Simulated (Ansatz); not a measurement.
C$_{3}$H$_{9}$B (`CBCC`). Charge 0, multiplicity 1.

```xyz
13

C    -0.593   -1.591   -0.426
B    -0.961   -0.336    0.420
C    -0.092    0.956    0.541
C     1.237    1.017   -0.200
H    -1.227   -1.547   -1.325
H    -0.872   -2.527    0.066
H     0.443   -1.648   -0.764
H    -2.015   -0.337    1.005
H     0.056    1.126    1.619
H    -0.737    1.800    0.255
H     1.913    0.223    0.128
H     1.750    1.969   -0.041
H     1.098    0.896   -1.277
```

**Question.** List the harmonic frequencies (cm⁻¹, unscaled) at PBE0-D4/def2-TZVP in Ansatz. (Best estimate.)

**Answer.** Ansatz gave: 62, 88, 209, 231, 473, 519, 600, 747, 861, 881, 965, 1028, 1052, 1102, 1219, 1257, 1312, 1328, 1403, 1412, 1435, 1462, 1493, 1498, 2557, 3000, 3011, 3023, 3044, 3087, 3112, 3113, 3134.

**Question.** Is this a minimum?

**Answer.** Yes, all 33 modes are real.

**Question.** Give the ideal-gas thermochemistry at 298.15 K and 1 bar (rigid rotor, harmonic oscillator; point group C1, symmetry number 1).

**Answer.** Zero-point energy 297.4 kJ/mol; H(298) − E = 316.9 kJ/mol; entropy 324.8 J/(mol·K), of which translation 159.0, rotation 103.4, vibration 62.4; G(298) − E = 220.1 kJ/mol. Modes under 100 cm⁻¹ are hindered rotations or soft bends, so the harmonic entropy is rough.

**Question.** Rotational constants (cm⁻¹)?

**Answer.** 0.4507, 0.1585, 0.1252.
